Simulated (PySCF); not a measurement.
Radial density of Ru²⁺ (ruthenium, charge +2)

UHF, [Kr] 4d6, high-spin 5D determinant. Calculation: PySCF 2.14, in def2-TZVP with the def2 core potential (28 electrons) (6s4p3d1f, 40 functions); scalar relativity through the core potential. This is the valence pseudo-density: the core potential removes the inner electrons and smooths the orbitals near the nucleus.

```csv
r (bohr),4πr²ρ (e/bohr),4πr²(ρα − ρβ)
0.0400,1.066e-05,0.0000
0.0673,4.970e-05,0.0000
0.113,0.0003381,0.0000
0.190,0.003947,0.0008
0.320,0.09627,0.0187
0.539,2.619,0.3674
0.906,13.35,2.4464
1.52,7.256,2.6076
2.56,0.8815,0.4930
4.31,0.02294,0.0103
7.25,1.543e-05,0.0000
```

Energies and moments cover only the electrons outside the core potential.
